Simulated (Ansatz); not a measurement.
`[NH2][Ge][Cl]`, relaxed with RKS PBE0-D4/def2-TZVP in the Gaussian-basis code of Ansatz from a PBE-D4/def2-SVP geometry. The force threshold is 0.005 eV/Å; the program also tests the step.

Total charge 0; spin multiplicity 1.

Start:

```xyz
5

N    -0.335    0.622    0.015
Ge   -0.675   -1.180   -0.015
Cl    1.477   -1.797   -0.049
H     0.608    1.026    0.012
H    -1.075    1.330    0.037
```

| step | energy (eV) | largest force (eV/Å) | largest move (Å) |
| --- | --- | --- | --- |
| 1 | -70553.3376 | 0.601 | 0.000 |
| 2 | -70553.3599 | 0.197 | 0.022 |
| 3 | -70553.3618 | 0.029 | 0.009 |
| 4 | -70553.3619 | 0.014 | 0.005 |
| 5 | -70553.3619 | 0.011 | 0.004 |
| 6 | -70553.3619 | 0.001 | 0.001 |

End:

```xyz
5

N    -0.327    0.618    0.015
Ge   -0.663   -1.161   -0.015
Cl    1.457   -1.784   -0.049
H     0.597    1.022    0.012
H    -1.064    1.306    0.037
```

Hardware: 4 threads of an AMD EPYC 7R43 on a shared host. Wall time 8 s, peak host memory 0.28 GiB.
